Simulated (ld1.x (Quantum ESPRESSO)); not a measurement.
**strontium (Sr): one change to an RRKJ potential, before and after**

Sr (Z = 38), norm-conserving RRKJ (Kleinman–Bylander form), made with ld1.x (Quantum ESPRESSO) 7.5 (PBE, scalar-relativistic). Core [Ar] 3d10, reference 4s2 4p6 4d0 5s0 5p0 (charge +2). Waves: 4p (bound): rc 1.90 bohr; 4d (bound, empty): rc 1.90 bohr; 4s (bound): rc 2.25 bohr. Local part: the s channel. Core correction: none. rho0 = 0.005.

Change: all radii scaled by about 1.16 (s 2.60, p 2.20, d 2.20 bohr).

Cutoffs: the cutoffs (Ry, on a coarse ladder) from which the occupation-weighted sum of valence levels, in a spherical-Bessel basis at the reference potential, stays within 10 and 1 mRy of its value at 400 Ry; they do not see the model core or the augmentation charge, which bear on the density cutoff. Errors are all-electron minus pseudo energies relative to the spin-unpolarised reference configuration.

What does the change do?

The potential gets softer (35 Ry and 45 Ry → 15 Ry and 30 Ry); both files keep a bound ghost (d); of the 7 tests that both files solve, the error grows in 7 and shrinks in 0 by more than 15 % and 0.3 meV (median size 1188.4 → 2110.0 meV). A larger radius leaves more room for a smooth pseudo-wave, so fewer plane waves are needed. More of the atom is replaced by a form fitted at one configuration, so other configurations suffer.

```tsv
quantity	base	changed
cutoff, loose	35 Ry	15 Ry
cutoff, tight	45 Ry	30 Ry
loose cutoff by channel (10 mRy a level)	p 25 Ry, s 15 Ry	p 15 Ry, s 8 Ry
bound ghosts	d	d
error for 4s2 4p6 4d0 5s2 5p0, meV [ΔE -16.89 eV]	+1308	+2340
error for 4s2 4p6 4d0 5s1 5p0, meV [ΔE -11.01 eV]	+959	+1685
error for 4s2 4p6 4d0 5s1.5 5p0, meV [ΔE -14.55 eV]	+1188	+2110
error for 4s2 4p6 4d0.5 5s1.5 5p0, meV [ΔE -15.75 eV]	+941	+1715
error for 4s2 4p6 4d0 5s0 5p2, meV [ΔE -12.19 eV]	+272	+521
error for 4s2 4p5 4d0 5s2 5p0, meV [ΔE 11.42 eV]	+2830	+4666
error for 4s1 4p6 4d0 5s2 5p0, meV [ΔE 30.13 eV]	+2978	+4899
```

Changed file: These tests converged, but a pseudo level misses the all-electron one widely, so the file describes the atom poorly there or has found another state: 4s2 4p5 4d0 5s2 5p0: 4p by 2.7 eV; 4s1 4p6 4d0 5s2 5p0: 4p by 2.8 eV. A true bound ghost makes a file unfit for plane-wave use even where its test errors are small: the radial tests pick states by their node count and pass the ghost by.
